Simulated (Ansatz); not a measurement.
Task: Name a neutral molecule of C, Cl, F, Si and H with HOMO–LUMO gap (PBE/def2-TZVPP) between 7.95 and 8.25 eV and zero-point energy (PBE0-D4/def2-TZVP) between 115 and 131 kJ/mol (Ansatz, PBE0-D4/def2-TZVP geometry).

Result: `C[Si](F)(F)Cl` (8.20 eV, 118.2 kJ/mol). Other molecules can fit too; these were computed, each in one conformer that needn't be the lowest.
